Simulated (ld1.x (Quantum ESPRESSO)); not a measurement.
## What one change does to a pseudopotential (thallium, ultrasoft)

```json
{
  "Element": "Tl (Z = 81)",
  "Generator": "ld1.x (Quantum ESPRESSO) 7.5",
  "Type": "ultrasoft",
  "Functional": "PBE",
  "Relativity": "scalar-relativistic",
  "Frozen core": "[Xe] 4f14",
  "Valence charge": "13",
  "Reference configuration": "5d10 6s2 6p1",
  "Partial waves": "6s (bound): rcut 2.05, rcutus 2.40 bohr; 6s channel at 0.05 Ry: rcut 2.05, rcutus 2.40 bohr; 6p (bound): rcut 2.20, rcutus 2.40 bohr; 6p channel at 3.35 Ry: rcut 2.20, rcutus 2.40 bohr; 5d (bound): rcut 1.90, rcutus 2.40 bohr; 5d channel at 4.05 Ry: rcut 1.90, rcutus 2.40 bohr",
  "Local potential": "all-electron potential smoothed inside 1.80 bohr (lloc = -1)",
  "Core correction": "Bessel-smoothed model core inside 1.85 bohr",
  "Augmentation charge": "PSQ, inside the norm-conserving radii"
}
```

Change: core correction Bessel-smoothed model core inside 2.34 bohr.

Cutoffs: the cutoffs (Ry, on a coarse ladder) from which the occupation-weighted sum of valence levels, in a spherical-Bessel basis at the reference potential, stays within 10 and 1 mRy of its value at 400 Ry; they do not see the model core or the augmentation charge, which bear on the density cutoff. Errors are all-electron minus pseudo energies relative to the spin-unpolarised reference configuration.

Problem. Predict the effect on cutoff, ghosts and configuration errors.

Solution. The potential gets neither clearly harder nor softer (18 Ry and 35 Ry → 18 Ry and 35 Ry); both files keep a bound ghost (s); of the 7 tests that both files solve, the error grows in 0 and shrinks in 5 by more than 15 % and 0.3 meV (median size 20.0 → 15.3 meV). A wider model core is smoother and lowers the density cutoff, which this test does not measure.

| quantity | base | changed |
| --- | --- | --- |
| cutoff, loose | 18 Ry | 18 Ry |
| cutoff, tight | 35 Ry | 35 Ry |
| bound ghosts | s | s |
| error for 5d10 6s2 6p0, meV [ΔE 5.17 eV] | -2.4 | -2.0 |
| error for 5d10 6s1 6p0, meV [ΔE 25.95 eV] | -20 | -15 |
| error for 5d10 6s0 6p0, meV [ΔE 56.09 eV] | -80 | -57 |
| error for 5d10 6s0 6p3, meV [ΔE 15.21 eV] | -46 | -40 |
| error for 5d10 6s2 6p1.3, meV [ΔE -0.49 eV] | +0.2 | +0.1 |
| error for 5d9 6s0 6p0, meV [ΔE 107.88 eV] | -120 | -69 |
| error for 5d10 6s1 6p2, meV [ΔE 7.40 eV] | -12 | -10 |
| s: phases at 2.58 bohr within 0.05 rad from the reference energy up to (Ry; the scan ends near 5) | 4.4 | 4.4 |
| p: phases at 2.58 bohr within 0.05 rad from the reference energy up to (Ry; the scan ends near 5) | 4.2 | 4.2 |
| d: phases at 2.58 bohr within 0.05 rad from the reference energy up to (Ry; the scan ends near 5) | to the end of the scan | to the end of the scan |
| lowest overlap eigenvalue by channel | s 0.25, p 0.53, d 0.75 | s 0.25, p 0.53, d 0.75 |

 A true bound ghost makes a file unfit for plane-wave use even where its test errors are small: the radial tests pick states by their node count and pass the ghost by.
